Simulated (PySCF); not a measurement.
Gas-phase reaction: 2 SnF3 + 4 BrF = 2 SnBr2 + 5 F2

Computed with PySCF and rigid-rotor harmonic-oscillator thermochemistry at 1 bar. † marks an energy on the PBE0/def2-TZVP geometry and frequencies. MP2 and CCSD(T) freeze the core. Open shells (unrestricted): SnF3 (multiplicity 2); the rest are closed-shell singlets. B3LYP is the form with VWN-RPA correlation. Sn: scalar-relativistic def2 core potential, no spin-orbit coupling. Br: all electrons, no relativistic terms. SnF3: computed as isolated molecules; such fragments, hydroxides, amides, oligomers or adducts are transient or little studied in the gas. MP2 isn't extrapolated to the basis-set limit; its ΔH°(298 K) is 1333.7 kJ in def2-SVP and 1419.9 kJ in def2-TZVPP. CCSD(T) isn't extrapolated to the basis-set limit; its ΔH°(298 K) is 1215.1 kJ in def2-SVP and 1346.5 kJ in def2-TZVPP. The harmonic model lacks anharmonicity and excited electronic states, which grow with temperature; levels with a mode under 35 cm⁻¹ are left out. Soft modes under 120 cm⁻¹ make the harmonic entropy rough for SnBr2.

| level | ΔE electronic, kJ | ΔH°(298 K), kJ | ΔS°(298 K), J/K | ΔG°(1600 K), kJ |
|---|---|---|---|---|
| B3LYP/def2-TZVP† | 1373 | 1372 | 121 | 1197 |
| BLYP/def2-TZVP† | 1333 | 1333 | 121 | 1157 |
| CCSD(T)/def2-TZVPP† | 1347 | 1346 | 121 | 1171 |
| M06-2X/def2-TZVP† | 1477 | 1477 | 121 | 1301 |
| MP2/def2-SVP† | 1334 | 1334 | 121 | 1158 |
| ωB97X-V/def2-TZVP† | 1402 | 1402 | 121 | 1226 |
ΔH° is lowest at BLYP/def2-TZVP† and highest at M06-2X/def2-TZVP†. No reference value is set beside these.
